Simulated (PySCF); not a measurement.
Species: C₄H₇NO₂S.
Geometry (PBE0-D3(BJ)/def2-SVP, Å), atoms numbered from 1 in this order:
```
atom  x, y, z in Å
C1    -2.691    0.223   -0.051
S2    -1.312   -0.881   -0.274
O3    -1.266   -1.281   -1.678
O4    -1.354   -1.887    0.783
C5     0.136    0.145    0.038
C6     1.363   -0.748   -0.113
C7     2.597   -0.012    0.119
N8     3.561    0.598    0.309
H9    -2.695    0.602    0.978
H10   -2.638    1.031   -0.792
H11   -3.578   -0.400   -0.230
H12    0.133    0.968   -0.691
H13    0.047    0.549    1.057
H14    1.298   -1.586    0.598
H15    1.381   -1.183   -1.125
```

Level: CAM-B3LYP/def2-SVPD in PySCF, non-relativistic, on one gas-phase PBE0-D3(BJ)/def2-SVP geometry that isn't relaxed in the solvent. The solvent is an IEF-PCM continuum (cavity from Bondi-type radii × 1.2), and excitations are vertical TDDFT with non-equilibrium linear response and a frozen core. The model holds no explicit solvent molecules, cavitation or dispersion.

| run | E − E(gas) (kJ/mol) | HOMO (eV) | HOMO–LUMO gap (eV) | dipole (D) | lowest singlet (eV) | static polarisability (au) |
| --- | --- | --- | --- | --- | --- | --- |
| gas | 0.00 | -10.34 | 10.73 | 4.48 | 7.61 | 78.5 |
| P | -69.04 | -10.09 | 10.99 | 5.78 | 7.69 | 103.0 |
| Q | -50.47 | -10.14 | 10.95 | 5.41 | 7.67 | 95.2 |

Q: The runs were made in chloroform and methanol. Which run belongs to which solvent?

A: P = methanol, Q = chloroform. The dielectric constants are 4.711 (chloroform), 32.61 (methanol), and the energy falls further as ε rises. The optical constants n² used for the excitations are 2.09, 1.77 in the same order. In this model the ground state sees the solvent through ε alone.

Q: How constant is the ratio of the lowering to (ε − 1)/(2ε + 1)?

A: 
| solvent | (ε − 1)/(2ε + 1) | E − E(gas) (kJ/mol) | ratio (kJ/mol) | polarisation term (kJ/mol) |
| --- | --- | --- | --- | --- |
| chloroform | 0.356 | -50.47 | -141.7 | -57.84 |
| methanol | 0.477 | -69.04 | -144.6 | -83.28 |

The ratio changes by +2.0 % in size from chloroform to methanol. The polarisation term is half the interaction of the solute with the induced surface charges.
